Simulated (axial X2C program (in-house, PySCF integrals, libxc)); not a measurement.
# Which functional? An output for RbH⁺

An SCF output computed with an in-house all-electron X2C program for linear molecules (integrals from PySCF) for RbH⁺ at 3.293 Å, two-component, state Ω = 1/2, Rb dyall-cv3z [12s13p8d4f1g], H dyall-v3z [6s2p1d] (cores contracted in-house), without its first line:

```
basis functions 145  fitting functions 769  grid points 5076
iter        total energy     max residual
   1      -2980.504456236     1.20e-01
   2      -2980.506719474     2.82e-03
   3      -2980.506725312     1.09e-03
   4      -2980.506728632     4.42e-04
   5      -2980.506728745     8.84e-05
   6      -2980.506728754     1.10e-05
converged
one-electron -4133.97313778  Coulomb 1250.69745129  exact exchange 0.00000000  xc functional -101.96594118  nuclear repulsion 5.94581136  atomic mean-field constant -1.21091244
```

**Question.** Which level of theory produced it?
A. PW91
B. PBE0
C. HF

**Answer.** A. The exact-exchange term against the functional term shows a share of 0 of exact exchange.
